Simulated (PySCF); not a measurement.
Structure problem from calculated spectra and properties.

Elements present: C, H and P. Monoisotopic mass: 128.0755 u.

| Quantity | Value |
| --- | --- |
| NMR, other nuclei | isotropic shieldings of nuclei other than C and H, by class: 393 (1 P) ppm [GIAO KT3/pcSseg-1] |
| Rotational structure | rotational constants A, B, C: 3.079, 0.880, 0.814 GHz [PBE0-D3(BJ)/def2-SVP] |
| 13C NMR | chemical shifts (computed TMS as zero) by class: 101.0 (1 C), 69.3 (1 C), 34.6 (1 C), 30.3 (3 C), 8.0 (1 C) ppm [GIAO KT3/pcSseg-1] |
| 1H NMR | chemical shifts (computed TMS as zero) by class: 4.08 (1 H), 2.16 (3 H), 1.23 (9 H) ppm [GIAO KT3/pcSseg-1] |
| Dipole | 1.64 D [wB97X-D/def2-SVPD] |
| Triplet | lowest triplet excitation (Tamm–Dancoff): 4.69 eV [TDA wB97X-D/def2-SVPD] |
| UV, first state | lowest singlet excitation: 5.22 eV (237 nm, f = 0.015) [TDDFT wB97X-D/def2-SVPD] |

Gas-phase values; electronic properties from PySCF, density fitting. Levels stand in brackets. Geometry: PBE0-D3(BJ)/def2-SVP; no solvent, vibrations or thermal averaging. NMR classes are plain means over equivalent atoms (diastereotopic ones count apart unless rotation or inversion swaps them), as if these changed places fast.

Q: Which formula fits the mass and the elements?

A: C7H13P (calculated 128.0755). No other formula that holds each of these elements comes within 0.0003 u with a fitting electron parity and a possible valence count.

Q: Propose a structure and show how it fits.

A: Numbering: `[CH3:1][C:2]#[C:3][PH:4][C:5]([CH3:6])([CH3:7])[CH3:8]`. 7 carbons fall into 5 classes; from least to most shielded: alkyne carbon [C2] (101.0 ppm), alkyne carbon [C3] (69.3 ppm), sp3 carbon bound to phosphorus [C5] (34.6 ppm), methyl carbon [C6/C7/C8] (30.3 ppm, 3 C, up to 5.7 ppm apart in this geometry), propargylic carbon [C1] (8.0 ppm). Hydrogen classes from least to most shielded: 1 H on a phosphine phosphorus, P4 (4.08 ppm), 3 H on a propargylic carbon, C1 (2.16 ppm), 9 H on 3 methyl carbons, C6/C7/C8 (1.23 ppm, a mean of values up to 1.4 ppm apart in this geometry). The other shieldings belong to: 393 ppm, phosphine phosphorus [P4]. The optimised geometry has point group C1 and is an asymmetric top. Structure: `CC#CPC(C)(C)C`. Computed isomers that give other values at the same levels: `CC#CP(C)C(C)C` (rotational constant A: 2.574 GHz; this holds for the one conformer computed). The assignments are read from this structure; whether some other isomer fits the data as well wasn't checked.

The values belong to the conformer `[CH3:1][C:2]#[C:3][PH:4][C:5]([CH3:6])([CH3:7])[CH3:8]`: C3–P4–C5–C6 -50°.
